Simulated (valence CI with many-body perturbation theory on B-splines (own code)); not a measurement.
Which ion has this spectrum?

A relativistic CI+MBPT calculation for an atom or ion with 5 electrons gives these levels (× 10³ cm⁻¹):

```
  J  Parity       E     g
1/2     odd    0.00  0.63
1/2    even  1849.7  2.06
3/2     odd  7522.2  1.30
3/2    even  8817.6  1.63
5/2    even  9125.7  1.32
1/2    even  9637.5  1.26
3/2    even  9652.9  0.97
3/2     odd   11587  1.32
5/2    even   16484  1.42
1/2    even   17261  1.91
3/2    even   17267  1.17
3/2     odd   18762  1.44
5/2     odd   18941  1.17
1/2     odd   19347  0.63
```

The energies are calculated, and their last digits are not significant.

Question: Which is it?
A. Yb65+
B. Ho62+
C. Tm64+
D. Tb60+

Answer: B. Ho62+, ground level (2s^2 2p1/2) J=1/2.
